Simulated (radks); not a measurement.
Values are calculated unless marked as measured or tabulated.
Ionisation of the dysprosium ion Dy51+, [Ne] 3s2 3p3, to [Ne] 3s2 3p2 as the strength of local exchange is varied. Level of theory: Dirac Kohn-Sham, Slater X-alpha exchange (alpha = 2/3 is LDA exchange), no correlation, spin-unpolarised, spherical densities, point nucleus; open shells fill j = l - 1/2 first (a radial shooting solver on a logarithmic mesh with Libxc functionals).

alpha,E(Dy51+) (hartree),exchange (hartree),IE (eV),-e of the level emptied (eV),<r> of it (bohr)
0.574,-9513.1950,-111.8134,4613.6,4559.0 (3p3/2),0.2126
0.661,-9530.1526,-128.9170,4629.1,4574.7 (3p3/2),0.2122
0.667,-9531.3228,-130.0981,4630.2,4575.7 (3p3/2),0.2122
0.715,-9540.6884,-139.5538,4638.7,4584.4 (3p3/2),0.2120
0.827,-9562.5656,-161.6659,4658.6,4604.6 (3p3/2),0.2115
1.008,-9597.9929,-197.5452,4691.0,4637.5 (3p3/2),0.2107

NIST Atomic Spectra Database: 4629 eV (theoretical). The Delta-SCF value meets it near alpha = 0.66. Spin polarisation and multiplet splitting are left out, so open shells lie too high by an amount that depends on their filling.

Beside tabulated values, note that spin-unpolarised runs miss the spin-polarisation part of the exchange energy of open shells.
